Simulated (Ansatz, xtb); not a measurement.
## Ranking isomers of C5H4F3P

4 gas-phase structures of C5H4F3P, from a drawn sample of its isomers (lower ones may exist). Each was relaxed with GFN2-xTB:

A. `C#CP(C)C(F)=C(F)F`, a singlet
B. `FC(F)(F)P1C=CC=C1`, a singlet
C. `FC(F)(F)C1=CC=CP1`, a singlet
D. `C=CP1C=C1C(F)(F)F`, a singlet

Q: Which do you expect lowest at r2SCAN-D4/def2-SVP, and how would the others follow?

A: Calculated order at r2SCAN-D4/def2-SVP: C (0.0), B (8.0), D (45.9), A (69.5) kcal/mol.

Energies above the lowest of each column, in kcal/mol; the last columns are at B3LYP/def2-SVP geometries and were run for some of them only (a dash: not run or not comparable):

```tsv
structure	GFN2-xTB	HF/STO-3G	r2SCAN-D4/def2-SVP	B3LYP/def2-SVP	CCSD(T)/def2-SVP + ΔMP2/def2-TZVPP
C	0.0	0.5	0.0	0.0	0.0
B	7.3	0.0	8.0	8.3	5.6
D	52.3	63.7	45.9	42.8	41.5
A	52.2	48.4	69.5	–	–
```

CCSD(T)/def2-SVP + ΔMP2/def2-TZVPP puts C lowest of those it was run on; HF/STO-3G picks B. Flexible structures stand in one conformer each, not always the lowest. Frequencies (GFN2-xTB) were run for B, C, D alone. The ΔMP2 step shifts differences by up to 3.9 kcal/mol, which makes them less sure. ΔMP2 is the change of the MP2 energy from the smaller to the larger basis.

Over these structures GFN2-xTB departs from r2SCAN-D4/def2-SVP by 7.2 kcal/mol on average once a common shift is removed. A GFN2-xTB relaxation took about 0.13 s and the r2SCAN-D4/def2-SVP energy about 3.1 s on a shared host (Ansatz 0.2.0, xtb 6.7.1).
